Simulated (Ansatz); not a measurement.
Input for Ansatz (an electronic-structure program): R-wB97M-V/def2-TZVPP on CH4 (SMILES C).

Ansatz 0.2 input:
```yaml
crystal:
  periodic: [false, false, false]
  atoms:
    - {symbol: C, position_ang: [0.00000000, 0.00000000, -0.00000000]}
    - {symbol: H, position_ang: [0.62892441, 0.62892441, 0.62892441]}
    - {symbol: H, position_ang: [-0.62892441, -0.62892441, 0.62892441]}
    - {symbol: H, position_ang: [0.62892442, -0.62892442, -0.62892441]}
    - {symbol: H, position_ang: [-0.62892442, 0.62892442, -0.62892441]}
basis:
  gaussian:
    orbitals: def2-TZVPP
hamiltonian:
  xc: {name: wB97M-V}
scf: {lower_state_search: off}
```

Program output:

```
WARN ansatz: RAYON_NUM_THREADS=1 ignored (pool sized by the plan → 1); use --threads N
Functional definition: wB97M-V
these checks for a lower state are left out or cut short: stability, starts, cluster_reference, orbital_swaps, neighbouring_geometries, increment
integrals: 0.02 GiB planned
416 factors; their error is unknown
integrals: 0.05 GiB planned
123 factors; integrals over basis functions are off by at most 1.3e-5 eV
mean field: 0.21 GiB planned
mean field evaluation 1: about -1099.4717 eV, gradient 3.4e1 eV
mean field evaluation 2: about -1100.6509 eV, gradient 2.3e1 eV
mean field evaluation 4: about -1101.8681 eV, gradient 1.1e-1 eV
mean field evaluation 8: about -1101.8653 eV, gradient 3.1e-2 eV
mean field -1101.86528323 eV, -40.4928022877 hartree, gradient 1.8e-6 eV, S^2 0.000000; 0 other end points of the search recorded, 0 dependent functions left out
reference -1101.86531578 eV, -40.4928034837 hartree; 5, 5 occupied and 82, 82 virtual orbitals, 416 factors
Total energy: -1101.86531578 eV, -40.4928034837 hartree
Checks for a lower state left out: stability, starts, cluster_reference, orbital_swaps, neighbouring_geometries, increment
```

The calculation finished and met its thresholds.

Cost: roughly 1.3 core-seconds.
